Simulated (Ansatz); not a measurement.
Kohn–Sham single points on C₂H₇BO₂ (`COBOC`).

```yaml
crystal:
  periodic: [false, false, false]
  atoms:
    - {symbol: C, position_ang: [-1.901599, -0.489231, 0.724898]}
    - {symbol: O, position_ang: [-0.691712, 0.007305, 0.201146]}
    - {symbol: B, position_ang: [0.424851, -0.762242, 0.147735]}
    - {symbol: O, position_ang: [1.579178, -0.277003, -0.356509]}
    - {symbol: C, position_ang: [1.696771, 1.041730, -0.853310]}
    - {symbol: H, position_ang: [-2.675726, -0.437350, -0.044169]}
    - {symbol: H, position_ang: [-1.799691, -1.525894, 1.058830]}
    - {symbol: H, position_ang: [-2.208673, 0.129055, 1.571569]}
    - {symbol: H, position_ang: [0.421685, -1.894326, 0.545418]}
    - {symbol: H, position_ang: [2.470462, 1.563429, -0.285898]}
    - {symbol: H, position_ang: [2.003502, 0.996711, -1.900505]}
    - {symbol: H, position_ang: [0.757953, 1.592515, -0.775108]}
basis:
  gaussian: {orbitals: def2-TZVPP}
hamiltonian: {xc: {name: wB97M-V}}
output: {forces: true, orbitals: {seedname: orbitals}}
```

```sh
$ ansatz run in.yaml --threads 4 --pin off --events-out ev --progress --plain --max-ram 10444MiB
```

Shortened log:

```
Functional definition: wB97M-V
1244 factors; their error is unknown
325 factors; integrals over basis functions are off by at most 9.4e-6 eV
mean field evaluation 1: about -6955.4256 eV, gradient 5.3e1 eV
mean field evaluation 2: about -6956.1573 eV, gradient 5.3e1 eV
mean field evaluation 4: about -6960.5393 eV, gradient 1.8e0 eV
mean field evaluation 8: about -6960.5428 eV, gradient 5.6e-2 eV
mean field evaluation 16: about -6960.5428 eV, gradient 4.9e-5 eV
mean field -6960.54282688 eV, -255.7952308625 hartree, gradient 4.9e-5 eV, S^2 0.000000; 0 other end points of the search recorded, 0 dependent functions left out
reference -6960.54288100 eV, -255.7952328513 hartree; 20, 20 occupied and 233, 233 virtual orbitals, 1244 factors
Total energy: -6960.54288100 eV, -255.7952328513 hartree
Atom 0 at    -1.901599    -0.489231     0.724898 Å, force    -0.316288    -0.109298     0.130065 eV/Å
Atom 1 at    -0.691712     0.007305     0.201146 Å, force     0.095744     0.166830    -0.086471 eV/Å
Atom 2 at     0.424851    -0.762242     0.147735 Å, force     0.012910    -0.266328     0.089188 eV/Å
Atom 3 at     1.579178    -0.277003    -0.356509 Å, force     0.116855    -0.173654     0.027203 eV/Å
Atom 4 at     1.696771     1.041730    -0.853310 Å, force     0.038185     0.313571    -0.121174 eV/Å
Atom 5 at    -2.675726    -0.437350    -0.044169 Å, force     0.071020    -0.008563     0.073874 eV/Å
Atom 6 at    -1.799691    -1.525894     1.058830 Å, force    -0.011774     0.093344    -0.029256 eV/Å
Atom 7 at    -2.208673     0.129055     1.571569 Å, force     0.027060    -0.061820    -0.077587 eV/Å
Atom 8 at     0.421685    -1.894326     0.545418 Å, force    -0.012597     0.128725    -0.041185 eV/Å
Atom 9 at     2.470462     1.563429    -0.285898 Å, force    -0.074101    -0.043848    -0.051496 eV/Å
Atom 10 at     2.003502     0.996711    -1.900505 Å, force    -0.031741     0.007789     0.094920 eV/Å
Atom 11 at     0.757953     1.592515    -0.775108 Å, force     0.084727    -0.046747    -0.008081 eV/Å
Dipole moment:    -0.273175     0.151964     0.025593 e Å
```

It took 8 s on 4 threads of an Arm Neoverse V2 on a shared host, with 0.81 GiB of host memory at the peak.

Changing it to `hamiltonian: {xc: {name: CAM-B3LYP}, dispersion: d4}` and no forces (abridged; 2.3 s):

```
Functional definition: CAM-B3LYP
mean field -6960.55981321 eV, -255.7958550986 hartree, gradient 7.0e-5 eV, S^2 0.000000
Total energy: -6960.70713029 eV, -255.8012689015 hartree
```

With the line `hamiltonian: {xc: {name: r2SCAN0}, dispersion: d4}` and no forces (abridged; 3.5 s):

```
Functional definition: r2SCAN0
mean field evaluation 16: about -6958.7149 eV, gradient 9.1e-5 eV
mean field -6958.71494090 eV, -255.7280572917 hartree, gradient 1.8e-5 eV, S^2 0.000000
Total energy: -6958.76764672 eV, -255.7299941948 hartree
```

With the line `hamiltonian: {xc: r2scan, dispersion: d4}` (abridged; 3.6 s):

```
Functional definition: r2SCAN
mean field evaluation 16: about -6959.5168 eV, gradient 3.2e-4 eV
mean field -6959.51678081 eV, -255.7575243648 hartree, gradient 4.9e-5 eV, S^2 0.000000
Total energy: -6959.56311718 eV, -255.7592271951 hartree
Atom 0 force    -0.307081    -0.120696     0.131425 eV/Å
Atom 1 force     0.135345     0.208848    -0.112655 eV/Å
Atom 2 force     0.013742    -0.201358     0.066174 eV/Å
Atom 3 force     0.114950    -0.243852     0.052381 eV/Å
Atom 4 force     0.024596     0.329428    -0.122801 eV/Å
Atom 5 force     0.012791     0.002840     0.010195 eV/Å
Atom 6 force    -0.005791     0.013625    -0.003043 eV/Å
Atom 7 force     0.005494    -0.005957    -0.014432 eV/Å
Atom 8 force     0.004861     0.036254    -0.013822 eV/Å
Atom 9 force    -0.009906    -0.011508    -0.008640 eV/Å
Atom 10 force    -0.002425    -0.002209     0.017181 eV/Å
Atom 11 force     0.013424    -0.005415    -0.001964 eV/Å
Dipole moment:    -0.263509     0.157602     0.020823 e Å
```

Changing it to `hamiltonian: {xc: hse06, dispersion: d4}` and no forces (abridged; 2.2 s):

```
Functional definition: HSE06
mean field evaluation 16: about -6954.9552 eV, gradient 7.0e-5 eV
mean field -6954.95516195 eV, -255.5898879636 hartree, gradient 7.0e-5 eV, S^2 0.000000
Total energy: -6955.09152683 eV, -255.5948992805 hartree
```

The same input with `hamiltonian: {xc: pbe, dispersion: d4}` (abridged; 1.9 s):

```
Functional definition: PBE
mean field evaluation 16: about -6954.7471 eV, gradient 9.6e-3 eV
mean field -6954.74708565 eV, -255.5822413008 hartree, gradient 4.3e-5 eV, S^2 0.000000
Total energy: -6954.92424699 eV, -255.5887518601 hartree
Atom 0 force    -0.211124    -0.080468     0.089570 eV/Å
Atom 1 force     0.014778     0.441216    -0.159142 eV/Å
Atom 2 force    -0.018016    -0.328234     0.119915 eV/Å
Atom 3 force     0.409104    -0.325021    -0.004271 eV/Å
Atom 4 force     0.017599     0.243946    -0.090753 eV/Å
Atom 5 force    -0.181561     0.008775    -0.154820 eV/Å
Atom 6 force     0.003787    -0.229517     0.079412 eV/Å
Atom 7 force    -0.083852     0.127326     0.183795 eV/Å
Atom 8 force     0.008374    -0.132302     0.044222 eV/Å
Atom 9 force     0.167203     0.123105     0.110606 eV/Å
Atom 10 force     0.070338     0.005746    -0.224380 eV/Å
Atom 11 force    -0.196629     0.145429     0.005846 eV/Å
Dipole moment:    -0.255815     0.163623     0.016489 e Å
```

HSE06 is the plane-wave form, built on full-range PBE exchange.
